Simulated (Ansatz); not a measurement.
Frontier orbitals of `[SH][Ti]([Cl])([Cl])[Cl]`.

Charge 0, multiplicity 1. Correlated methods include outer-core shells of Ti, which these sets cover unevenly. Scalar relativity is left out up to krypton. Geometry: relaxed with PBE0-D4/def2-TZVP. It is one conformer, not always the lowest. Basis def2-TZVPP, Ansatz 0.2.0.

```
functional  HOMO (eV)  LUMO (eV)  gap (eV)
       PBE      -7.11      -4.49      2.62
    revPBE      -7.05      -4.42      2.63
      PBE0      -8.32      -3.62      4.70
   r2SCANh      -7.86      -4.13      3.73
     BHLYP      -9.37      -2.52      6.85
   ωB97M-V     -10.43      -1.46      8.97
```

Against PBE, PBE0 changes HOMO and LUMO by −1.21 and +0.87 eV, ωB97M-V by −3.32 and +3.03 eV. A gap of 2.62 eV thus becomes 8.97 eV for the same molecule, so an orbital gap means little without its functional.
